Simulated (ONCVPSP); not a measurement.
# What one change does to a pseudopotential (gold, ONCV)

```
Element                 : gold
Generator               : ONCVPSP 4.0.1
Type                    : optimised norm-conserving Vanderbilt (ONCV)
Functional              : PBE
Relativity              : scalar-relativistic
Frozen core             : [Kr] 4d10 4f14
Valence charge          : 19
Reference configuration : 5s2 5p6 5d9 (charge +2)
Partial waves           : 5s: rc 1.60 bohr, ncon 4, nbas 8, qcut 6 1/bohr, 2 projectors, debl 3.2 Ha; 5p: rc 1.15 bohr, ncon 4, nbas 8, qcut 6.2 1/bohr, 2 projectors, debl 3.5 Ha; 5d: rc 1.15 bohr, ncon 3, nbas 7, qcut 9.2 1/bohr, local
Local potential         : the d channel
Core correction         : none
```

In the s channel the program set the typed energies aside and used -4.778, 0.050 Ha.

Change: s: rc 2.1.

Cutoffs: the cutoffs (Ha) at which the residual kinetic energy of the hardest occupied pseudo-wave falls to 1 and 0.1 mHa per electron; they do not see the model core or the augmentation charge, which bear on the density cutoff. Errors are all-electron minus pseudo energies relative to the spin-unpolarised reference configuration.

Q: What does the change do?

A: The potential gets neither clearly harder nor softer (141 Ha and 164 Ha → 141 Ha and 164 Ha); the p channel sets the loose cutoff, while the largest relative change is in s, which becomes softer; the errors of the 4 common tests hardly move; neither file shows a bound ghost.

| quantity | base | changed |
| --- | --- | --- |
| cutoff, loose | 141 Ha | 141 Ha |
| cutoff, tight | 164 Ha | 164 Ha |
| loose cutoff by channel | s 15 Ha, p 141 Ha, d 20 Ha | s 10 Ha, p 141 Ha, d 20 Ha |
| bound ghosts | none | none |
| GHOST(+) flags under 300 eV | none | none |
| error for 5s2 5p6 5d10 6s1, meV [ΔE -30.62 eV] | -9.5 | +10.0 |
| error for 5s2 5p6 5d10, meV [ΔE -21.21 eV] | +3.2 | +3.2 |
| error for 5s2 5p6 5d8, meV [ΔE 33.88 eV] | -6.0 | -5.9 |
| error for 5s2 5p6 5d7, meV [ΔE 81.59 eV] | -17 | -17 |
| p: phases at 1.17 bohr within 0.05 rad from the reference energy up to (Ha; the scan ends near 5) | to the end of the scan | to the end of the scan |
| d: phases at 1.17 bohr within 0.05 rad from the reference energy up to (Ha; the scan ends near 5) | to the end of the scan | to the end of the scan |
